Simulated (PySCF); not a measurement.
F2H4SSi2, SMILES S([SiH3])[SiH](F)F. Atoms are numbered in the order given.

```xyz
9

Si     2.0244     0.0893    -0.0777
S      0.2427     0.1165    -1.3302
Si    -1.2077    -0.2318     0.1675
F     -0.5117    -1.0554     1.3804
F     -1.7361     1.1455     0.8287
H      1.8292     0.9463     1.1171
H      2.3602    -1.2966     0.3272
H      3.0893     0.6436    -0.9478
H     -2.3649    -0.9734    -0.3530
```
Charge 0, spin multiplicity 1.

Geometry: TPSSh-D3(BJ)/def2-SVP. The structure was generated by enumeration, and PubChem lists no compound with its InChIKey, so it may never have been made. The values are those of a single conformer.

Method: B3LYP/pcSseg-1 (PySCF).

GIAO shieldings, no solvent; atoms listed in one row are averaged. δ = σ(ref) − σ: ²⁹Si against TMS (σ = 338.7 ppm); ³³S against H2S (σ = 695.8 ppm); ¹⁹F against CFCl3 (σ = 161.7 ppm); ¹H against TMS (σ = 31.68 ppm), references at their B3LYP-D3(BJ)/def2-TZVP geometries, non-relativistic.

Q: Estimate the chemical shifts. (The exact figures need the calculation; the answer reports its results.)

A: 
| nucleus | atoms | count | δ (ppm) |
|---|---|---|---|
| ²⁹Si | Si3 | 1 | -10.9 |
| ²⁹Si | Si1 | 1 | -52.7 |
| ³³S | S2 | 1 | -34.3 |
| ¹⁹F | F5 | 1 | -133.8 |
| ¹⁹F | F4 | 1 | -148.0 |
| ¹H | H9 | 1 | 5.54 |
| ¹H | H6, H7, H8 | 3 | 4.84 |
